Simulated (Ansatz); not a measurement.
Steps of a relaxation of C2H7BO3 (`COB(O)OC`) with RKS PBE0-D4/def2-TZVP.

```sh
$ ansatz run in.yaml --threads 2 --pin off --events-out ev --progress --plain --max-ram 32768MiB --backend cuda --devices 0, --max-vram 18GiB
```

```yaml
crystal:
  periodic: [false, false, false]
  atoms:
    - {symbol: C, position_ang: [0.555650, -1.183380, -1.705230]}
    - {symbol: O, position_ang: [0.019030, -0.669910, -0.504740]}
    - {symbol: B, position_ang: [0.324730, 0.571930, -0.046150]}
    - {symbol: O, position_ang: [1.193470, 1.389570, -0.709870]}
    - {symbol: O, position_ang: [-0.228540, 1.039960, 1.107930]}
    - {symbol: C, position_ang: [-1.136150, 0.286800, 1.884510]}
    - {symbol: H, position_ang: [1.430490, -0.614070, -2.019740]}
    - {symbol: H, position_ang: [-0.206170, -1.135990, -2.487270]}
    - {symbol: H, position_ang: [0.830580, -2.224710, -1.528780]}
    - {symbol: H, position_ang: [1.322590, 2.226810, -0.266950]}
    - {symbol: H, position_ang: [-2.042840, 0.879890, 2.021790]}
    - {symbol: H, position_ang: [-1.380680, -0.656150, 1.396210]}
    - {symbol: H, position_ang: [-0.682160, 0.089250, 2.858300]}
basis:
  gaussian: {orbitals: def2-TZVP}
hamiltonian: {xc: pbe0, dispersion: d4}
relax: {f_tol: 0.005, max_steps: 150}
```

Positions (Å) and forces (eV/Å) along the path, 12 of 38 steps:

```xyz
13
step=1 energy=-9003.0144 eV
C     0.556   -1.183   -1.705   -0.067    0.085    0.130
O     0.019   -0.670   -0.505   -0.015    0.043    0.047
B     0.325    0.572   -0.046   -0.072    0.066    0.193
O     1.193    1.390   -0.710    0.130   -0.195   -0.352
O    -0.229    1.040    1.108   -0.037    0.036    0.063
C    -1.136    0.287    1.885    0.147    0.112   -0.124
H     1.430   -0.614   -2.020    0.058   -0.031   -0.066
H    -0.206   -1.136   -2.487    0.040   -0.053   -0.052
H     0.831   -2.225   -1.529    0.019   -0.001   -0.086
H     1.323    2.227   -0.267   -0.036    0.098    0.129
H    -2.043    0.880    2.022   -0.028   -0.063    0.056
H    -1.381   -0.656    1.396   -0.065   -0.067    0.032
H    -0.682    0.089    2.858   -0.073   -0.031    0.032
13
step=8 energy=-9003.0234 eV
C     0.585   -1.186   -1.674    0.029   -0.026   -0.083
O     0.027   -0.678   -0.480    0.035   -0.044   -0.026
B     0.299    0.584   -0.056   -0.050    0.041    0.036
O     1.133    1.397   -0.774    0.011    0.022    0.015
O    -0.260    1.067    1.091    0.000   -0.022   -0.022
C    -1.126    0.287    1.888   -0.019   -0.012    0.027
H     1.558   -0.733   -1.893   -0.096   -0.038    0.028
H    -0.089   -0.997   -2.519    0.063   -0.010    0.078
H     0.707   -2.267   -1.559   -0.017    0.087   -0.002
H     1.235    2.252   -0.349    0.002   -0.022   -0.012
H    -2.001    0.890    2.145    0.036   -0.015   -0.013
H    -1.451   -0.617    1.367    0.015    0.031    0.009
H    -0.617    0.000    2.813   -0.011    0.009   -0.036
13
step=9 energy=-9003.0238 eV
C     0.589   -1.187   -1.671    0.031   -0.025   -0.076
O     0.033   -0.681   -0.476   -0.006   -0.008   -0.029
B     0.290    0.588   -0.061    0.054   -0.010    0.071
O     1.128    1.398   -0.778   -0.025    0.021   -0.004
O    -0.267    1.070    1.087   -0.019   -0.001   -0.033
C    -1.126    0.287    1.888   -0.027   -0.013    0.025
H     1.569   -0.747   -1.880   -0.089   -0.040    0.022
H    -0.077   -0.981   -2.518    0.061   -0.014    0.073
H     0.693   -2.270   -1.563   -0.013    0.087   -0.007
H     1.229    2.255   -0.355   -0.001   -0.015   -0.010
H    -1.996    0.890    2.159    0.035   -0.018   -0.011
H    -1.459   -0.612    1.363    0.011    0.027    0.014
H    -0.607   -0.009    2.805   -0.012    0.009   -0.035
13
step=17 energy=-9003.0303 eV
C     0.649   -1.204   -1.621    0.005    0.002   -0.004
O     0.065   -0.699   -0.438    0.019    0.000   -0.002
B     0.249    0.601   -0.084   -0.028   -0.008    0.010
O     1.015    1.429   -0.858   -0.006    0.004    0.023
O    -0.331    1.099    1.045    0.003   -0.005   -0.017
C    -1.118    0.282    1.885   -0.011   -0.010    0.011
H     1.715   -0.971   -1.672    0.005    0.004    0.008
H     0.162   -0.789   -2.507   -0.008    0.010   -0.008
H     0.518   -2.286   -1.619   -0.008   -0.015    0.006
H     1.058    2.310   -0.480    0.013    0.008   -0.019
H    -1.844    0.920    2.392    0.006    0.003   -0.002
H    -1.646   -0.488    1.319    0.005    0.009   -0.002
H    -0.493   -0.205    2.639    0.004   -0.003   -0.004
13
step=18 energy=-9003.0310 eV
C     0.655   -1.205   -1.615    0.002    0.000    0.002
O     0.072   -0.700   -0.432    0.001    0.006    0.001
B     0.245    0.603   -0.084   -0.001   -0.001    0.001
O     1.007    1.431   -0.863    0.001    0.002   -0.002
O    -0.340    1.103    1.041   -0.001   -0.004   -0.002
C    -1.119    0.281    1.883   -0.001    0.000    0.001
H     1.724   -0.986   -1.657    0.001   -0.002    0.001
H     0.179   -0.777   -2.501    0.001    0.001   -0.001
H     0.509   -2.286   -1.620   -0.001   -0.001    0.000
H     1.048    2.317   -0.497   -0.002   -0.002   -0.002
H    -1.823    0.920    2.418    0.001    0.001    0.003
H    -1.671   -0.470    1.314   -0.003    0.002   -0.001
H    -0.485   -0.231    2.612    0.002   -0.002   -0.002
13
step=19 energy=-9003.0270 eV rejected
C     0.680   -1.211   -1.591    0.029   -0.015   -0.049
O     0.085   -0.701   -0.415   -0.007    0.031   -0.001
B     0.226    0.613   -0.092    0.037    0.007   -0.014
O     0.967    1.442   -0.889    0.012    0.018   -0.027
O    -0.368    1.116    1.026   -0.016   -0.017    0.041
C    -1.120    0.277    1.878   -0.094   -0.093    0.163
H     1.764   -1.054   -1.588   -0.101   -0.022   -0.007
H     0.262   -0.732   -2.484    0.046   -0.053    0.078
H     0.469   -2.283   -1.626    0.027    0.084   -0.013
H     0.994    2.341   -0.553   -0.028   -0.046    0.019
H    -1.735    0.923    2.524    0.185   -0.225   -0.193
H    -1.772   -0.395    1.299    0.145    0.152    0.194
H    -0.453   -0.335    2.511   -0.233    0.178   -0.191
13
step=26 energy=-9003.0334 eV
C     0.691   -1.215   -1.580    0.008   -0.006   -0.007
O     0.085   -0.699   -0.414    0.011    0.029    0.014
B     0.222    0.617   -0.097   -0.037   -0.014   -0.003
O     0.948    1.449   -0.903    0.024    0.013   -0.010
O    -0.371    1.119    1.024    0.008   -0.008   -0.007
C    -1.121    0.277    1.874   -0.033   -0.030    0.059
H     1.774   -1.067   -1.562   -0.003   -0.003   -0.002
H     0.293   -0.736   -2.479    0.000    0.001    0.006
H     0.476   -2.283   -1.619    0.000    0.001    0.000
H     0.963    2.347   -0.564   -0.009   -0.017    0.007
H    -1.667    0.916    2.573    0.043   -0.058   -0.054
H    -1.832   -0.332    1.307    0.046    0.042    0.045
H    -0.464   -0.392    2.441   -0.056    0.050   -0.047
13
step=27 energy=-9003.0337 eV
C     0.692   -1.215   -1.580    0.007   -0.004   -0.005
O     0.085   -0.700   -0.414    0.004    0.026    0.009
B     0.221    0.617   -0.098   -0.017   -0.015    0.006
O     0.948    1.450   -0.903    0.015    0.012   -0.011
O    -0.371    1.119    1.023    0.002   -0.005   -0.010
C    -1.121    0.278    1.874   -0.021   -0.018    0.039
H     1.775   -1.066   -1.562   -0.003   -0.002   -0.002
H     0.293   -0.738   -2.479    0.000    0.000    0.005
H     0.478   -2.284   -1.618    0.000    0.001    0.000
H     0.962    2.348   -0.564   -0.008   -0.015    0.006
H    -1.662    0.915    2.576    0.025   -0.035   -0.033
H    -1.836   -0.327    1.308    0.027    0.026    0.027
H    -0.466   -0.396    2.436   -0.033    0.029   -0.030
13
step=32 energy=-9003.0346 eV
C     0.711   -1.221   -1.565    0.000    0.000    0.000
O     0.096   -0.700   -0.405    0.000   -0.001    0.000
B     0.212    0.621   -0.104    0.001    0.001   -0.002
O     0.927    1.457   -0.917   -0.001   -0.001    0.000
O    -0.386    1.125    1.013    0.000    0.001    0.000
C    -1.125    0.278    1.868    0.000    0.001    0.000
H     1.795   -1.084   -1.534    0.000    0.000    0.000
H     0.328   -0.737   -2.468    0.000    0.000    0.000
H     0.485   -2.286   -1.608    0.000    0.000    0.000
H     0.925    2.358   -0.585   -0.001    0.000    0.001
H    -1.571    0.901    2.644    0.000    0.000    0.001
H    -1.918   -0.242    1.324   -0.001    0.000    0.000
H    -0.480   -0.470    2.336    0.000   -0.001   -0.001
13
step=33 energy=-9003.0346 eV
C     0.714   -1.221   -1.563    0.001    0.000    0.000
O     0.098   -0.700   -0.404   -0.003   -0.001   -0.001
B     0.210    0.622   -0.105    0.006   -0.001    0.003
O     0.924    1.458   -0.919    0.000    0.000   -0.004
O    -0.389    1.126    1.012   -0.002    0.001    0.000
C    -1.126    0.278    1.867   -0.002   -0.002    0.003
H     1.798   -1.086   -1.529    0.000    0.000    0.000
H     0.334   -0.737   -2.466    0.000    0.000   -0.001
H     0.487   -2.287   -1.605    0.000    0.000    0.000
H     0.919    2.359   -0.589   -0.002    0.000    0.002
H    -1.555    0.897    2.656    0.003   -0.004   -0.005
H    -1.932   -0.227    1.328    0.003    0.003    0.004
H    -0.483   -0.483    2.319   -0.004    0.004   -0.003
13
step=37 energy=-9003.0347 eV
C     0.720   -1.223   -1.559    0.001    0.000    0.000
O     0.099   -0.700   -0.403    0.000    0.001    0.001
B     0.208    0.623   -0.106   -0.003    0.000    0.000
O     0.917    1.460   -0.923    0.003    0.000   -0.003
O    -0.391    1.127    1.010    0.001    0.000    0.000
C    -1.128    0.278    1.866   -0.002   -0.003    0.004
H     1.804   -1.087   -1.522    0.000    0.000    0.000
H     0.342   -0.740   -2.464    0.000    0.000    0.000
H     0.494   -2.288   -1.601    0.000    0.000    0.000
H     0.910    2.361   -0.595   -0.002    0.000    0.002
H    -1.525    0.892    2.675    0.003   -0.004   -0.005
H    -1.956   -0.198    1.335    0.004    0.003    0.003
H    -0.493   -0.505    2.288   -0.004    0.004   -0.002
13
step=38 energy=-9003.0347 eV
C     0.721   -1.223   -1.559    0.001    0.000    0.000
O     0.100   -0.700   -0.402   -0.001    0.001    0.000
B     0.208    0.623   -0.107    0.001   -0.001    0.002
O     0.916    1.460   -0.924    0.001    0.000   -0.003
O    -0.392    1.127    1.009    0.000    0.000   -0.001
C    -1.128    0.279    1.866   -0.001   -0.002    0.002
H     1.804   -1.086   -1.522    0.000    0.000    0.000
H     0.342   -0.740   -2.464    0.000    0.000    0.000
H     0.496   -2.289   -1.600    0.000    0.000    0.000
H     0.909    2.362   -0.595   -0.001    0.000    0.001
H    -1.521    0.891    2.678    0.001   -0.001   -0.002
H    -1.960   -0.194    1.336    0.001    0.001    0.001
H    -0.494   -0.508    2.284   -0.002    0.002   -0.001
```

Run time 50 s (2 threads of an AMD EPYC 7R13 on a shared host and a share of an NVIDIA H100 80 GB); peak host memory 0.86 GiB.
